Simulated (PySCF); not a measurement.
# Working out the excitation energy of He

He 1s2 (1S) → He 1s1 2s1 (3S). All numbers are calculated (PySCF 2.14, the spin-free X2C one-electron Hamiltonian (Gaussian nucleus), in dyall-acv3z (10s3p2d, 29 functions)). Frozen: nothing; the 4 highest virtual orbitals dropped. Energies in hartree (1 hartree = 27.21139 eV):

```json
{"part": "UHF", "He (lower)": "-2.861763", "He (upper)": "-2.171107"}
{"part": "CCSD correlation", "He (lower)": "-0.039943", "He (upper)": "-0.000944"}
{"part": "(T)", "He (lower)": "0.000000", "He (upper)": "0.000000"}
```

Problem. What does Hartree-Fock give?

Solution. (-2.171107) − (-2.861763) = 0.690656 hartree = 18.794 eV.

Problem. What do CCSD and CCSD(T) give?

Solution. The CCSD correlation energies differ by 0.038999 hartree = 1.061 eV and the triples by 0.000000 hartree = 0.000 eV, so CCSD gives 19.855 eV and CCSD(T) 19.855 eV.

Measured between the centres of the two terms (NIST): 19.820 eV, so CCSD(T) (valence) is off by 0.035 eV.

What remains against the reference includes basis incompleteness and higher excitations.
